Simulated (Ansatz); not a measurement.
C3H6FIn, SMILES `C=C(F)[CH2][InH2]`, relaxed with RKS PBE0-D4/def2-TZVP in Ansatz 0.2.0 from a GFN2-xTB geometry. The force threshold is 0.005 eV/Å; the program also tests the step.

Charge 0, multiplicity 1. In takes the def2 core potential.

Start:

```xyz
11

C     1.169    0.838    1.341
C     0.726    0.040    0.386
F     1.301    0.158   -0.879
C    -0.374   -0.923    0.356
In   -1.318   -0.089   -1.513
H     1.966    1.538    1.161
H     0.760    0.781    2.333
H    -0.020   -1.918    0.072
H    -0.902   -0.965    1.305
H    -1.637    1.603   -1.651
H    -1.672   -1.062   -2.911
```

| step | energy (eV) | largest force (eV/Å) | largest move (Å) |
| --- | --- | --- | --- |
| 1 | -11094.0501 | 0.658 | 0.000 |
| 2 | -11094.1257 | 0.426 | 0.194 |
| 3 | -11094.1466 | 0.263 | 0.064 |
| 4 | -11094.1555 | 0.228 | 0.067 |
| 5 | -11094.1593 | 0.365 | 0.069 |
| 6 | -11094.1652 | 0.074 | 0.054 |
| 7 | -11094.1660 | 0.040 | 0.027 |
| 8 | -11094.1663 | 0.016 | 0.015 |
| 9 | -11094.1668 | 0.040 | 0.051 |
| 10 | -11094.1671 | 0.043 | 0.044 |
| 11 | -11094.1673 | 0.014 | 0.015 |
| 12 | -11094.1675 | 0.019 | 0.020 |
| 13 | -11094.1676 | 0.027 | 0.030 |
| 14 | -11094.1678 | 0.023 | 0.064 |
| 15 | -11094.1679 | 0.018 | 0.014 |
| 16 | -11094.1680 | 0.018 | 0.045 |
| 17 | -11094.1681 | 0.014 | 0.018 |
| 18 | -11094.1681 | 0.011 | 0.025 |
| 19 | -11094.1681 | 0.006 | 0.003 |
| 20 | -11094.1681 | 0.004 | 0.003 |

End:

```xyz
11

C     1.180    0.828    1.418
C     0.859    0.075    0.377
F     1.648    0.141   -0.731
C    -0.276   -0.826    0.166
In   -1.435   -0.109   -1.548
H     2.035    1.489    1.383
H     0.583    0.787    2.318
H     0.065   -1.836   -0.077
H    -0.906   -0.873    1.055
H    -1.710    1.587   -1.682
H    -2.042   -1.261   -2.680
```

Hardware: 4 threads of an Arm Neoverse V2 on a shared host. Wall time 68 s, peak host memory 0.6 GiB.
